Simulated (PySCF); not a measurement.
# Constants of IF, step by step

State: ¹Σ⁺, singlet, closed shell. De refers to I + F. RHF-based CCSD(T) in PySCF 2.14 with I cc-pVTZ-PP with ECP28, F cc-pVTZ and I cc-pVQZ-PP with ECP28, F cc-pVQZ (frozen core orbitals: 10; scalar-relativistic core potentials). Correlation energies are extrapolated as n⁻³ (n = 3, 4), Hartree–Fock as (n+1)·exp(−9√n). CV is the change on freezing 4 orbitals instead, in I cc-pwCVTZ-PP with ECP28, F cc-pwCVTZ.

| Level | Re (Å) | ωe (cm⁻¹) | ωexe (cm⁻¹) | αe (cm⁻¹) | De (eV) |
| --- | --- | --- | --- | --- | --- |
| CCSD(T)/TZ | 1.9293 | 617.4 | 3.14 | 0.00179 | 2.653 |
| CCSD(T)/QZ | 1.9182 | 627.3 | 3.01 | 0.00177 | 2.888 |
| HF/CBS | 1.8716 | 702.6 | 2.53 | 0.00157 | 0.858 |
| MP2/CBS | 1.9151 | 636.9 | 2.67 | 0.00167 | 3.287 |
| CCSD/CBS | 1.9046 | 652.1 | 2.71 | 0.00167 | 2.783 |
| CCSD(T)/CBS | 1.9160 | 630.9 | 2.93 | 0.00175 | 2.992 |
| CCSD(T)/CBS+CV | 1.9108 | 631.2 | 2.94 | 0.00175 | 2.982 |

Problem. How much is left between CCSD(T)/QZ and the basis-set limit, and how much do the triples give at the limit?

Solution. CCSD(T)/CBS less CCSD(T)/QZ: -2.2 mÅ in Re, +3.6 cm⁻¹ in ωe and +0.104 eV in De. CCSD(T)/CBS less CCSD/CBS: +11.4 mÅ in Re, -21.2 cm⁻¹ in ωe and +0.209 eV in De.

Problem. What do the later terms add?

Solution. CV: -5.2 mÅ in Re, +0.3 cm⁻¹ in ωe and -0.010 eV in De, each against the row above.

Measured (Huber and Herzberg, Constants of Diatomic Molecules (1979)): Re = 1.909759 Å, ωe = 610.24 cm⁻¹, ωexe = 3.123 cm⁻¹. The last row is off by 1.0 mÅ and 20.9 cm⁻¹.

The T1 diagnostic is 0.013. The open-shell atoms are computed with UHF. Spin–orbit coupling, excitations beyond (T) and corrections to the Born–Oppenheimer picture are left out, and spin–orbit coupling matters for open p, d or f shells this heavy.

The whole job (state search and all basis sets along the bond) took about 10 min on 4 threads of Arm Neoverse V1 (shared host), peak memory 4.7 GiB.
